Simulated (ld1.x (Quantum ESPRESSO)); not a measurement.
## What one change does to a pseudopotential (Tl, TM)

* Element: Tl (Z = 81)
* Generator: ld1.x (Quantum ESPRESSO) 7.5
* Type: norm-conserving Troullier–Martins (Kleinman–Bylander form)
* Functional: PBE
* Relativity: scalar-relativistic
* Frozen core: [Xe] 4f14 5d10
* Valence charge: 3
* Reference configuration: 6s2 6p1
* Partial waves: 6p (bound): rc 2.85 bohr; 6s (bound): rc 2.20 bohr
* Local potential: the s channel
* Core correction: none

Change: local potential all-electron potential smoothed inside 1.70 bohr (lloc = -1).

Cutoffs: the cutoffs (Ry, on a coarse ladder) from which the occupation-weighted sum of valence levels, in a spherical-Bessel basis at the reference potential, stays within 10 and 1 mRy of its value at 400 Ry; they do not see the model core or the augmentation charge, which bear on the density cutoff. Errors are all-electron minus pseudo energies relative to the spin-unpolarised reference configuration.

Question: Predict the effect on cutoff, ghosts and configuration errors.

Answer: The potential gets neither clearly harder nor softer (18 Ry and 30 Ry → 18 Ry and 30 Ry); a bound ghost appears in d, p, s, which as a rule spoils a file; the number of tests that count goes from 7 to 3; of the 3 tests that both files solve, the error grows in 0 and shrinks in 1 by more than 15 % and 0.3 meV (median size 47.4 → 47.2 meV). In the separable form a ghost depends on how the local part lies against the semilocal potential of the channel, so the choice of the local part can create or remove one.

| quantity | base | changed |
| --- | --- | --- |
| cutoff, loose | 18 Ry | 18 Ry |
| cutoff, tight | 30 Ry | 30 Ry |
| loose cutoff by channel (10 mRy a level) | p 6 Ry, s 10 Ry | s 15 Ry, p 6 Ry |
| bound ghosts | none | s, d, p |
| tests counted (converged, no solver errors) | 7 of 7 | 3 of 7 |
| error for 6s2 6p0, meV [ΔE 5.17 eV] | +47 | +47 |
| error for 6s1 6p0, meV [ΔE 25.95 eV] | +105 | +101 |
| error for 6s2 6p1.3, meV [ΔE -0.49 eV] | +2.1 | +1.1 |
| s: phases at 3.12 bohr within 0.05 rad from the reference energy up to (Ry; the scan ends near 5) | 1.7 | 1.8 |
| p: phases at 3.12 bohr within 0.05 rad from the reference energy up to (Ry; the scan ends near 5) | 2.4 | 3.2 |

Changed file: Tests not counted: 6s2 6p0.5 (solver errors, printed error -36 meV); 6s1 6p1 (solver errors, printed error -3.3 eV); 6s1 6p2 (solver errors, printed error -28.0 eV); 6s0 6p3 (solver errors, printed error -28.2 eV). These tests converged, but a pseudo level misses the all-electron one widely, so the file describes the atom poorly there or has found another state: 6s1 6p0: empty 6p by 4.5 eV. A true bound ghost makes a file unfit for plane-wave use even where its test errors are small: the radial tests pick states by their node count and pass the ghost by. Where a test does run into it, the solver fails or the error is huge.
